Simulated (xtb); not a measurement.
C$_{5}$H$_{15}$OSi$_{2}$ (SMILES C[Si](C)O[Si](C)(C)C), doublet, at a GFN2-xTB geometry; GFN2-xTB in xtb.

The xtb input:
```
$ xtb mol.xyz --gfn 2 --uhf 1 --etemp 10000 --json

# file mol.xyz
23

C      2.23591472     1.87430437     0.24724250
Si     1.86051365     0.10193727    -0.35061641
C      2.37046986    -1.20345024     0.94391061
O      0.25111153    -0.01641741    -0.60627064
Si    -1.31223883    -0.15232204    -0.15867484
C     -2.33626438     0.58233246    -1.58117978
C     -1.69231924    -1.99934393     0.09955328
C     -1.59480466     0.81681199     1.45819597
H      1.90405235     2.61598159    -0.47240063
H      3.29840457     2.02013633     0.41278727
H      1.71878788     2.06931712     1.18574679
H      3.43721050    -1.17562147     1.14072650
H      2.11605247    -2.20710082     0.61792915
H      1.85030226    -1.01961845     1.88334339
H     -2.14377675     0.06018739    -2.51300186
H     -2.09978148     1.62995801    -1.73930358
H     -3.39951162     0.51111296    -1.37598552
H     -1.11139739    -2.41349470     0.91836361
H     -2.74126322    -2.16090455     0.32637021
H     -1.45551062    -2.57359087    -0.79097342
H     -2.63409598     0.77917427     1.76930579
H     -0.99602882     0.41451355     2.27064515
H     -1.32616142     1.86274778     1.34035427
```

### Question
Predict the main parts of the log of this xtb run.

### Answer

```
   ID    Z sym.   atoms
    1    6 C      1, 3, 6-8
    2   14 Si     2, 5
    3    8 O      4
    4    1 H      9-23

           -------------------------------------------------
          |                Calculation Setup                |
           -------------------------------------------------

           -------------------------------------------------
          |                 G F N 2 - x T B                 |
           -------------------------------------------------

          ...................................................
          :                      SETUP                      :
          :.................................................:
          :  # basis functions                  59          :
          :  # atomic orbitals                  57          :
          :  # shells                           33          :
          :  # electrons                        49          :
          :  max. iterations                   250          :
          :  Hamiltonian                  GFN2-xTB          :
          :  restarted?                      false          :
          :  GBSA solvation                  false          :
          :  PC potential                    false          :
          :  electronic temp.        10000.0000000     K    :
          :  accuracy                    1.0000000          :
          :  -> integral cutoff          0.2500000E+02      :
          :  -> integral neglect         0.1000000E-07      :
          :  -> SCF convergence          0.1000000E-05 Eh   :
          :  -> wf. convergence          0.1000000E-03 e    :
          :  Broyden damping             0.4000000          :
          :  net charge                          0          :
          :  unpaired electrons                  1          :
          ...................................................

 iter      E             dE          RMSdq      gap      omega  full diag
   1    -26.1857415 -0.261857E+02  0.393E+00    3.41       0.0  T
   2    -26.2378526 -0.521111E-01  0.229E+00    2.71       1.0  T
   3    -26.2005930  0.372596E-01  0.170E+00    3.66       1.0  T
   4    -26.2682578 -0.676648E-01  0.611E-01    3.15       1.0  T
   5    -26.2723671 -0.410936E-02  0.345E-01    3.36       1.0  T
   6    -26.2727985 -0.431365E-03  0.190E-01    3.34       1.0  T
   7    -26.2728915 -0.930224E-04  0.650E-02    3.35       1.0  T
   8    -26.2728869  0.459222E-05  0.351E-02    3.35       1.0  T
[...]
         :: total energy             -25.928299209929 Eh    ::
[...]
                             2 Si   0.803
     2  14 Si   2.665 --     4 O    1.001     3 C    0.804     1 C    0.803
     3   6 C    3.858 --    12 H    0.994    13 H    0.988    14 H    0.980
                             2 Si   0.804
     4   8 O    2.291 --     5 Si   1.118     2 Si   1.001
     5  14 Si   3.661 --     4 O    1.118     8 C    0.829     7 C    0.828
                             6 C    0.826
     6   6 C    3.905 --    17 H    0.991    16 H    0.986    15 H    0.986
                             5 Si   0.826
     7   6 C    3.906 --    19 H    0.990    18 H    0.986    20 H    0.985
                             5 Si   0.828
     8   6 C    3.908 --    21 H    0.989    22 H    0.986    23 H    0.986
                             5 Si   0.829
     9   1 H    0.991 --     1 C    0.988
    10   1 H    0.993 --     1 C    0.994
    11   1 H    0.987 --     1 C    0.979
    12   1 H    0.993 --     3 C    0.994
    13   1 H    0.992 --     3 C    0.988
    14   1 H    0.987 --     3 C    0.980
    15   1 H    0.991 --     6 C    0.986
    16   1 H    0.991 --     6 C    0.986
    17   1 H    0.992 --     6 C    0.991
    18   1 H    0.992 --     7 C    0.986
    19   1 H    0.992 --     7 C    0.990
    20   1 H    0.991 --     7 C    0.985
    21   1 H    0.992 --     8 C    0.989
    22   1 H    0.992 --     8 C    0.986
    23   1 H    0.992 --     8 C    0.986
 ---------------------------------------------------------------------------

Topologies differ in total number of bonds
Writing topology from bond orders to xtbtopo.mol

molecular dipole:
                 x           y           z       tot (Debye)
 q only:        0.115      -0.058      -0.152
   full:       -0.436       0.057       0.612       1.915
molecular quadrupole (traceless):
                xx          xy          yy          xz          yz          zz
 q only:        2.731      -0.078      -1.931      -2.188       0.221      -0.801
  q+dip:        0.173       0.554       0.583       2.293       0.116      -0.756
   full:        0.871       0.760       0.684       3.097      -0.048      -1.555

           -------------------------------------------------
          | TOTAL ENERGY              -25.928299209929 Eh   |
          | GRADIENT NORM               0.021111837567 Eh/α |
          | HOMO-LUMO GAP               3.354970477018 eV   |
           -------------------------------------------------

normal termination of xtb
```
